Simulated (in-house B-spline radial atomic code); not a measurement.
Radial electron density of the krypton ion Kr⁹⁺, [Ar] 3d9. All numbers are computed (scalar-relativistic (X2C) TPSSh, spin-polarised, spherical fractional occupations, exact exchange averaged over the configuration; Fermi nucleus of rms radius 4.1884 fm) with a B-spline radial code for spherical atoms, not measured.

One-electron X2C: radii and densities carry no picture-change correction, so inner-shell <1/r> comes out high (for 1s by about 2 % at Z = 33, 5 % at 54, 10 % at 75, 30 % at 118) and <r> low.

Columns: r (bohr), 4πr²n(r) (electrons per bohr), bar.

```
 0.00156    1.386 #
 0.00186    1.867 ##
 0.00221    2.491 ##
 0.00263    3.318 ###
 0.00312    4.375 ####
 0.00371    5.756 #####
 0.00441    7.514 ######
 0.00524    9.718 ########
 0.00622    12.42 ##########
  0.0074    15.73 #############
 0.00879    19.58 ################
  0.0104    23.85 ####################
  0.0124     28.7 ########################
  0.0148    33.68 ############################
  0.0175    38.11 ################################
  0.0208    41.86 ###################################
  0.0248    44.28 #####################################
  0.0294    44.86 #####################################
   0.035     43.6 ####################################
  0.0415    41.04 ##################################
  0.0494     38.2 ################################
  0.0587    36.69 ##############################
  0.0697    37.83 ###############################
  0.0829       42 ###################################
  0.0985    47.81 ########################################
   0.117    52.48 ############################################
   0.139    52.97 ############################################
   0.165    48.09 ########################################
   0.196    39.67 #################################
   0.233    32.03 ###########################
   0.277    29.19 ########################
    0.33    31.54 ##########################
   0.392    35.18 #############################
   0.465    35.29 #############################
   0.553    29.84 #########################
   0.657    20.86 #################
   0.781    11.85 ##########
   0.928    5.389 ####
     1.1    1.953 ##
    1.31   0.5279 
    1.56   0.1042 
    1.85  0.01481
```

On this grid the curve has 3 maxima, near 0.0294, 0.139, 0.465 bohr.

The 3d up radial function P(r) = rR(r), positive near the nucleus:

```
r (bohr)         P
  0.0124  0.001514
  0.0175  0.003929
  0.0248   0.01011
   0.035   0.02499
  0.0494    0.0593
  0.0697     0.133
  0.0985    0.2772
   0.139    0.5203
   0.196    0.8575
   0.277     1.206
   0.392     1.385
   0.553      1.24
   0.781    0.8263
     1.1    0.3753
    1.56   0.09699
```
